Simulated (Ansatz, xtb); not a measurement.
Gas-phase reaction R1 → P1 + P2, each structure at its B3LYP-D3(BJ)/def2-TZVP stationary point, reached from a drawn start (curvature not checked).
R1: Ge2H6 (SMILES [GeH3][GeH3]), charge 0, multiplicity 1.
P1, GeH4 (SMILES [GeH4]) (charge 0, multiplicity 1):
```xyz
5

Ge     0.000     0.000     0.000
H     -0.494    -1.382    -0.451
H      0.473     0.799    -1.223
H      1.168    -0.170     0.983
H     -1.146     0.753     0.691
```
P2: GeH2 (SMILES [GeH2]), charge 0, multiplicity 1.

P less R. No zero-point or thermal terms; no spin–orbit coupling.

Cores are frozen in the correlated methods. In cc and def2 sets filled d and f shells under p-block atoms count as core. CBS: X⁻³ extrapolation of the correlation energy, Hartree–Fock from the larger set.

Codes used: Ansatz (Gaussian basis) for Hartree–Fock, density functionals and correlated methods; xtb for the GFN methods. No computed number here is a measurement.

Estimate the reaction energy that GFN2-xTB returns for this input.

0.85 eV

What is the computed reaction energy (CCSD/cc-pVDZ)?

1.78 eV

What is the computed reaction energy (CCSD(T)/CBS(cc-pVTZ, cc-pVQZ))?

2.03 eV

Ansatz is a program for electronic structure.
